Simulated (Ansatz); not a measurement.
Ansatz (a first-principles code) input for C₂H₄NO, SMILES C[N]C=O (connectivity only; charge and spin as stated), charge -1, multiplicity 1, B3LYP-D3(BJ)/def2-SVPD. 

Ansatz 0.2 input:
```yaml
crystal:
  periodic: [false, false, false]
  atoms:
    - {symbol: C, position_ang: [-0.36786413, -1.41000096, 0.00000000]}
    - {symbol: N, position_ang: [0.74844725, -0.49786676, -0.00000000]}
    - {symbol: C, position_ang: [0.44861259, 0.76665260, 0.00000000]}
    - {symbol: O, position_ang: [-0.64148943, 1.37210724, 0.00000000]}
    - {symbol: H, position_ang: [-0.32445541, -2.06278408, -0.88668226]}
    - {symbol: H, position_ang: [-0.32445541, -2.06278408, 0.88668225]}
    - {symbol: H, position_ang: [-1.34011309, -0.89337841, -0.00000001]}
    - {symbol: H, position_ang: [1.39731786, 1.38724608, -0.00000000]}
basis:
  gaussian:
    orbitals: def2-SVPD
hamiltonian:
  xc: b3lyp
  dispersion: d3bj
total_charge: -1
relax: {f_tol: 0.002, max_steps: 200}
```

Output:

```
WARN ansatz: RAYON_NUM_THREADS=1 ignored (pool sized by the plan → 1); use --threads N
Functional definition: B3LYP
integrals: 0.04 GiB planned
954 factors; their error is unknown
mean field: 0.37 GiB planned
mean field evaluation 1: about -5670.6284 eV, gradient 3.4e1 eV
mean field evaluation 2: about -5667.5331 eV, gradient 5.3e1 eV
mean field evaluation 4: about -5672.9502 eV, gradient 4.2e0 eV
mean field evaluation 8: about -5672.9585 eV, gradient 3.0e-1 eV
mean field evaluation 16: about -5672.9587 eV, gradient 4.1e-5 eV
mean field -5672.95871365 eV, -208.4773874569 hartree, gradient 4.1e-5 eV, S^2 0.000000; 0 other end points of the search recorded, 0 dependent functions left out
the calculation of the forces begins
reference -5672.95896368 eV, -208.4773966456 hartree; 16, 16 occupied and 99, 99 virtual orbitals, 954 factors
relax step   1: F+E_penalty+E_count = -5673.16435841 eV  Δ(F+E_penalty+E_count) = +0.000e0 eV  max|allowed force component| = 1.293e0 eV/Å  Δτ_max = 0.0000 Å  (31 SCF iters, accepted)
these checks for a lower state are left out or cut short: starts, cluster_reference, orbital_swaps, neighbouring_geometries, increment
integrals: 0.04 GiB planned
954 factors; their error is unknown
mean field: 0.37 GiB planned
mean field -5672.98914443 eV, -208.4785057675 hartree, gradient 9.9e-6 eV, S^2 0.000000; 0 other end points of the search recorded, 0 dependent functions left out
the calculation of the forces begins
reference -5672.98939522 eV, -208.4785149841 hartree; 16, 16 occupied and 99, 99 virtual orbitals, 954 factors
relax step   2: F+E_penalty+E_count = -5673.19363772 eV  Δ(F+E_penalty+E_count) = -2.928e-2 eV  max|allowed force component| = 5.143e-1 eV/Å  Δτ_max = 0.0216 Å  (36 SCF iters, accepted)
these checks for a lower state are left out or cut short: starts, cluster_reference, orbital_swaps, neighbouring_geometries, increment
integrals: 0.04 GiB planned
954 factors; their error is unknown
mean field: 0.37 GiB planned
mean field evaluation 32: about -5672.9926 eV, gradient 9.8e-6 eV
mean field -5672.99264985 eV, -208.4786345894 hartree, gradient 9.8e-6 eV, S^2 0.000000; 0 other end points of the search recorded, 0 dependent functions left out
the calculation of the forces begins
reference -5672.99290083 eV, -208.4786438129 hartree; 16, 16 occupied and 99, 99 virtual orbitals, 954 factors
relax step   3: F+E_penalty+E_count = -5673.19698199 eV  Δ(F+E_penalty+E_count) = -3.344e-3 eV  max|allowed force component| = 8.454e-2 eV/Å  Δτ_max = 0.0076 Å  (36 SCF iters, accepted)
these checks for a lower state are left out or cut short: starts, cluster_reference, orbital_swaps, neighbouring_geometries, increment
integrals: 0.04 GiB planned
954 factors; their error is unknown
mean field: 0.37 GiB planned
mean field -5672.99253064 eV, -208.4786302086 hartree, gradient 1.0e-5 eV, S^2 0.000000; 0 other end points of the search recorded, 0 dependent functions left out
the calculation of the forces begins
reference -5672.99278171 eV, -208.4786394352 hartree; 16, 16 occupied and 99, 99 virtual orbitals, 954 factors
relax step   4: F+E_penalty+E_count = -5673.19692374 eV  Δ(F+E_penalty+E_count) = +5.825e-5 eV  max|allowed force component| = 9.346e-2 eV/Å  Δτ_max = 0.0046 Å  (37 SCF iters, rejected (line search))
these checks for a lower state are left out or cut short: starts, cluster_reference, orbital_swaps, neighbouring_geometries, increment
integrals: 0.04 GiB planned
954 factors; their error is unknown
mean field: 0.37 GiB planned
mean field -5672.99272214 eV, -208.4786372461 hartree, gradient 1.0e-5 eV, S^2 0.000000; 0 other end points of the search recorded, 0 dependent functions left out
the calculation of the forces begins
reference -5672.99297314 eV, -208.4786464700 hartree; 16, 16 occupied and 99, 99 virtual orbitals, 954 factors
relax step   5: F+E_penalty+E_count = -5673.19711537 eV  Δ(F+E_penalty+E_count) = -1.334e-4 eV  max|allowed force component| = 3.913e-3 eV/Å  Δτ_max = 0.0023 Å  (36 SCF iters, accepted)
these checks for a lower state are left out or cut short: starts, cluster_reference, orbital_swaps, neighbouring_geometries, increment
integrals: 0.04 GiB planned
954 factors; their error is unknown
mean field: 0.37 GiB planned
mean field -5672.99270102 eV, -208.4786364700 hartree, gradient 1.0e-5 eV, S^2 0.000000; 0 other end points of the search recorded, 0 dependent functions left out
the calculation of the forces begins
reference -5672.99295200 eV, -208.4786456932 hartree; 16, 16 occupied and 99, 99 virtual orbitals, 954 factors
relax step   6: F+E_penalty+E_count = -5673.19712090 eV  Δ(F+E_penalty+E_count) = -5.535e-6 eV  max|allowed force component| = 3.009e-3 eV/Å  Δτ_max = 0.0013 Å  (37 SCF iters, accepted)
these checks for a lower state are left out or cut short: starts, cluster_reference, orbital_swaps, neighbouring_geometries, increment
integrals: 0.04 GiB planned
954 factors; their error is unknown
mean field: 0.37 GiB planned
mean field evaluation 64: about -5672.9927 eV, gradient 1.0e-5 eV
mean field -5672.99269675 eV, -208.4786363129 hartree, gradient 1.0e-5 eV, S^2 0.000000; 0 other end points of the search recorded, 0 dependent functions left out
the calculation of the forces begins
reference -5672.99294772 eV, -208.4786455359 hartree; 16, 16 occupied and 99, 99 virtual orbitals, 954 factors
relax step   7: F+E_penalty+E_count = -5673.19712116 eV  Δ(F+E_penalty+E_count) = -2.546e-7 eV  max|allowed force component| = 4.234e-4 eV/Å  Δτ_max = 0.0002 Å  (38 SCF iters, accepted)
integrals: 0.04 GiB planned
954 factors; their error is unknown
mean field: 0.37 GiB planned
mean field -5672.99269675 eV, -208.4786363129 hartree, gradient 1.0e-5 eV, S^2 0.000000; 1 other end points of the search recorded, 0 dependent functions left out
the calculation of the forces begins
reference -5672.99294772 eV, -208.4786455359 hartree; 16, 16 occupied and 99, 99 virtual orbitals, 954 factors
Total energy: -5673.19737213 eV, -208.4861579943 hartree
Atom 0 at    -0.366596    -1.412487    -0.000000 Å, force    -0.000342    -0.000300     0.000000 eV/Å
Atom 1 at     0.757604    -0.503881     0.000000 Å, force     0.000177     0.000398     0.000000 eV/Å
Atom 2 at     0.469618     0.780652     0.000000 Å, force     0.000218    -0.000423     0.000000 eV/Å
Atom 3 at    -0.642086     1.387301    -0.000000 Å, force    -0.000193     0.000227    -0.000000 eV/Å
Atom 4 at    -0.334776    -2.082479    -0.885112 Å, force     0.000034     0.000034    -0.000271 eV/Å
Atom 5 at    -0.334776    -2.082479     0.885112 Å, force     0.000034     0.000034     0.000271 eV/Å
Atom 6 at    -1.350313    -0.903896    -0.000000 Å, force     0.000064    -0.000010     0.000000 eV/Å
Atom 7 at     1.397325     1.416462    -0.000000 Å, force     0.000009     0.000040    -0.000000 eV/Å
Dipole moment:    -0.030057    -0.412967    -0.000000 e Å
```

Self-consistency was reached.

Cost: around 27 core-seconds (rough).
